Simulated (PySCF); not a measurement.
## Quadrupolar nuclei of `c1ccc(C2COC2)cc1` in NMR

C₉H₁₀O.
Structure used (GFN2-xTB), in Å, numbered top down from 1:
```
atom  x, y, z in Å
C1     2.8632   -0.3581    0.0061
C2     2.1782    0.7826   -0.3773
C3     0.7967    0.8138   -0.3286
C4     0.0790   -0.2967    0.1033
C5    -1.4163   -0.2685    0.1578
C6    -2.0617    0.9519    0.8406
O7    -2.6721    1.3712   -0.3800
C8    -2.1464    0.2525   -1.0944
C9     0.7752   -1.4368    0.4852
C10    2.1578   -1.4678    0.4381
H11    3.9422   -0.3814   -0.0314
H12    2.7222    1.6523   -0.7159
H13    0.2713    1.7089   -0.6282
H14   -1.8006   -1.2230    0.5192
H15   -2.8062    0.7173    1.6071
H16   -1.3615    1.6977    1.2272
H17   -1.4997    0.5600   -1.9209
H18   -2.9408   -0.3971   -1.4735
H19    0.2299   -2.3070    0.8225
H20    2.6845   -2.3612    0.7401
```

Computed at PBE0/pcSseg-1 (PySCF, non-relativistic):

```tsv
atom	environment	nucleus	spin I	Q (b)	CQ = χzz (MHz)	η
O7	cyclic ether oxygen	17O	5/2	-0.0256	12.355	0.828
```

Which field gradients stand behind these couplings (CQ in MHz = 234.96 × Q in b × Vzz in au)?

Vxx = −Vzz(1 − η)/2 and Vyy = −Vzz(1 + η)/2, in au:

```json
{"atom": "O7", "Vxx (au)": "0.177", "Vyy (au)": "1.877", "Vzz (au)": "-2.054", "Vzz (10²¹ V/m²)": "-19.96"}
```

PQ = |CQ|√(1 + η²/3), νQ = 3|CQ|/[2I(2I − 1)], ν0 = |g|·7.62259 MHz/T·B with g(17O) = −0.75752: values at 14.1 T?

```csv
atom,PQ (MHz),νQ (MHz),ν0 (MHz),νQ/ν0
O7,13.69,1.853,81.42,0.023
```

For O7: PQ = 12.36 × 1.1083, νQ = 12.36 × 0.1500, ν0 = 5.7742 MHz/T × 14.1 T.

For half-integer spins with νQ below a tenth of ν0, find the second-order shift of the centre of gravity of the central transition at 14.1, 18.8 and 23.5 T.

δ = −(3/40)(PQ/ν0)² [I(I + 1) − 3/4]/[I²(2I − 1)²], in ppm:

| site | 14.1 T | 18.8 T | 23.5 T |
| --- | --- | --- | --- |
| 17O at O7 | -170 | -95.5 | -61.1 |

The couplings are those of the rigid, isolated species; surroundings and motion change them. GFN2-xTB bond lengths can be off by several hundredths of an ångström, more for odd bonds, and the gradients follow them. These gradients aren't converged with respect to the basis.

These values come from a run that also computed NMR shieldings. Hardware: Arm Neoverse V1, one thread, shared host with 32 logical CPUs at a one-minute load of 32. Cost: 80 s wall (with the writing of density and orbital grids), 1.1 GiB resident at most.

One conformer stands for the species.
